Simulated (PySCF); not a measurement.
**Si 2p3/2 core levels and what the atom is bonded to**

Gas-phase molecules, one conformer each, relaxed by PBE0-D3(BJ)/def2-SVP with no frequency check. Core levels by delta-SCF with SCAN, pcX-2 on the ionised atom and pcseg-1 elsewhere, spin-free X2C (2p3/2 is the spin-free 2p value less a third of a first-order spin-orbit splitting); energies from the vacuum level.

| structure (SMILES) | Si bonded to | mean electronegativity of these (Pauling) | Si 2p3/2 (eV) |
| --- | --- | --- | --- |
| C[Si]([SiH3])([SiH3])N[SiH3] | 1 C + 1 N + 2 Si | 2.35 | 106.21 |
| C[SiH](C[SiH3])S[SiH3] | 2 C + 1 S + 1 H | 2.47 | 106.76 |
| F[Si]([SiH3])([GeH3])N[SiH3] | 1 F + 1 Ge + 1 N + 1 Si | 2.73 | 107.39 |
| F[SiH]([SiH3])O[Si](F)(F)F | 1 F + 1 O + 1 Si + 1 H | 2.88 | 108.84 |
| C[Si](F)([GeH3])N[SiH3] | 1 C + 1 F + 1 Ge + 1 N | 2.90 | ? |
| O[Si](F)(Cl)B[SiH3] | 1 B + 1 Cl + 1 F + 1 O | 3.15 | 108.80 |
| F[Si](F)(F)O[Si](F)(Cl)Cl | 2 Cl + 1 F + 1 O | 3.44 | 110.89 |

Task: Fit a straight line to the complete rows and predict the core level of Si in C[Si](F)([GeH3])N[SiH3], bonded to 1 C + 1 F + 1 Ge + 1 N.

Result: E = 96.686 + 4.041·χ (6 points, rms 0.38 eV, correlation 0.971). At 2.90 this gives 108.40 eV; the calculation itself gave 107.43 eV, so the fit is off by 0.97.

For scale, for C[Si](F)([GeH3])N[SiH3]: the job took 64 s on 1 thread of Arm Neoverse V1 (aarch64), shared host, peak memory 0.75 GiB, launched as `OMP_NUM_THREADS=1 python cluster_run.py task.json out`.
